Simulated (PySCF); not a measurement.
C5H3N2P.
SMILES with atom numbers: `[N:1]#[C:2][c:3]1[cH:4][p:5][cH:6][cH:7][n:8]1`

Geometry (GFN2-xTB, Å), atoms numbered from 1 in this order:
```xyz
11
C5H3N2P angstrom
N      3.4349   -0.7463    0.1585
C      2.3134   -0.5211    0.1068
C      0.9315   -0.1730    0.0400
C      0.6248    1.1817   -0.0260
P     -0.9969    1.7923   -0.1128
C     -1.8434    0.2760   -0.0835
C     -1.2223   -0.9579   -0.0109
N      0.0730   -1.1872    0.0474
H      1.4425    1.8915   -0.0226
H     -2.9244    0.3052   -0.1249
H     -1.8277   -1.8585    0.0021
```

NICS = −σ at a ghost point: NICS(0) at the centroid of the ring atoms, NICS(1) 1 Å to either side along the normal of their mean plane, zz for the tensor component along that normal. Level: GIAO PBE0/pcSseg-1 (PySCF, non-relativistic, gas phase) on the GFN2-xTB geometry, one conformer.

Ring bond lengths (Å), with Mayer bond orders in brackets: C3–C4 1.391 (1.34), C4–P5 1.735 (1.32), P5–C6 1.737 (1.32), C6–C7 1.383 (1.39), C7–N8 1.317 (1.51), N8–C3 1.329 (1.47).

Q: Give the NICS values of each ring in ppm.

A: 
```
             ring                                                     type  NICS(0)  NICS(1), two faces  NICS(1)zz, two faces  rms pucker (Å)  centre to ring atoms, mean (Å)
C3–C4–P5–C6–C7–N8  6-membered ring with N and P; formal bonds all aromatic     -6.3       -10.5 / -10.5         -25.7 / -25.7            0.00                            1.47
```

Q: What can be read from them?

A: 
- C3–C4–P5–C6–C7–N8: mean NICS(1)zz -25.7 ppm, shielded.

Q: How equal are the bonds by HOMA? HOMA takes Krygowski's 1993 parameters.

A: 
- C3–C4–P5–C6–C7–N8: HOMA 0.94; the largest term is that of P5–C6, α(R − Ropt)² = 0.18.

The run took about 40 s of CPU time (one thread, shared machine). This is the whole shielding run at PBE0/pcSseg-1, SCF included.
